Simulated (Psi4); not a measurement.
Conformational energy of SMILES C#C/C=C\[Si](F)(F)F (C4H3F3Si). Scanned: dihedral C3–C4–Si5–F6; all other coordinates were relaxed at GFN2-xTB. Heavy atoms are numbered in the order of the SMILES C#C/C=C\[Si](F)(F)F, hydrogens after them in the order of the atoms that carry them; the mirror image has the same energies with the sign of each dihedral reversed.

- PBE/def2-SVP // GFN2-xTB (Psi4)
- PBE-D3(BJ)/def2-SVP // GFN2-xTB (Psi4)
- PBE0/def2-SVP // GFN2-xTB (Psi4)
- MP2/cc-pVTZ = Psi4 with DF-MP2 (frozen core)/cc-pVTZ // GFN2-xTB

Energies relative to the lowest point of each profile, in kcal/mol; the last columns give the difference from MP2:

```csv
φ / °,PBE/def2-SVP,PBE-D3(BJ)/def2-SVP,PBE0/def2-SVP,MP2/cc-pVTZ,PBE/def2-SVP − MP2/cc-pVTZ,PBE-D3(BJ)/def2-SVP − MP2/cc-pVTZ,PBE0/def2-SVP − MP2/cc-pVTZ
0,0.11,0.14,0.18,0.85,-0.74,-0.71,-0.66
10,0.07,0.10,0.14,0.80,-0.73,-0.70,-0.65
20,0.04,0.06,0.10,0.66,-0.63,-0.60,-0.57
30,0.06,0.07,0.08,0.46,-0.41,-0.39,-0.39
40,0.00,0.00,0.00,0.24,-0.24,-0.24,-0.24
50,0.04,0.03,0.01,0.07,-0.03,-0.04,-0.06
60,0.07,0.06,0.02,0.00,0.07,0.06,0.02
70,0.03,0.02,0.00,0.06,-0.02,-0.03,-0.06
80,0.03,0.03,0.02,0.21,-0.19,-0.19,-0.20
90,0.04,0.06,0.06,0.41,-0.37,-0.36,-0.36
100,0.02,0.05,0.08,0.63,-0.60,-0.58,-0.55
110,0.09,0.12,0.15,0.78,-0.70,-0.66,-0.63
```

PBE/def2-SVP is furthest from MP2/cc-pVTZ at 0 (-0.74 kcal/mol, below); its mean absolute difference over the points is 0.39 kcal/mol.

PBE-D3(BJ)/def2-SVP is furthest from MP2/cc-pVTZ at 0 (-0.71 kcal/mol, below); its mean absolute difference over the points is 0.38 kcal/mol.

PBE0/def2-SVP is furthest from MP2/cc-pVTZ at 0 (-0.66 kcal/mol, below); its mean absolute difference over the points is 0.36 kcal/mol.
